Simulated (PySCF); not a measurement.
Compound: C8H7FO2.
Bonds: O1–C2 (double), C2–O3, C2–C4, C4–C5, C5–C6 (aromatic), C6–C7 (aromatic), C7–C8 (aromatic), C8–C9 (aromatic), C9–C10 (aromatic), C10–F11, C5–C10 (aromatic). Hydrogens: H12 on O3; H13, H14 on C4; H15 on C6; H16 on C7; H17 on C8; H18 on C9.

Jobs on this species (18 atoms, 80 electrons) with PySCF (density fitting). Hardware of each: one thread, x86-64 server, no GPU (shared host). Times come from a shared host and carry two figures at best.

```tsv
level and settings	work	basis functions	SCF cycles	wall time
wB97X-D/pcSseg-1, IEF-PCM chloroform	shieldings, ring-centre shieldings	222	?	?
WP04/pcSseg-1, IEF-PCM chloroform	shieldings, ring-centre shieldings	222	?	?
PBE0/pcSseg-1, IEF-PCM chloroform	shieldings, ring-centre shieldings, charges and field gradients	222	?	?
PBE0/pcSseg-1, IEF-PCM tetrahydrofuran	shieldings, ring-centre shieldings	222	14	44 s
PBE0-D3(BJ)/def2-SVP, grid level 1	geometry optimisation from a GFN2-xTB start	189	81	3.2 min
```

Question: Fill in the missing figures.

Answer: 
- wB97X-D/pcSseg-1, IEF-PCM chloroform; shieldings, ring-centre shieldings: 55 s, 14 SCF cycles
- WP04/pcSseg-1, IEF-PCM chloroform; shieldings, ring-centre shieldings: 44 s, 15 SCF cycles
- PBE0/pcSseg-1, IEF-PCM chloroform; shieldings, ring-centre shieldings, charges and field gradients: 47 s, 14 SCF cycles

Question: What do all jobs in the table cost together?

Answer: About 6.4 min; the longest takes about 50 % of that, and about 4.4 times as long as the shortest.
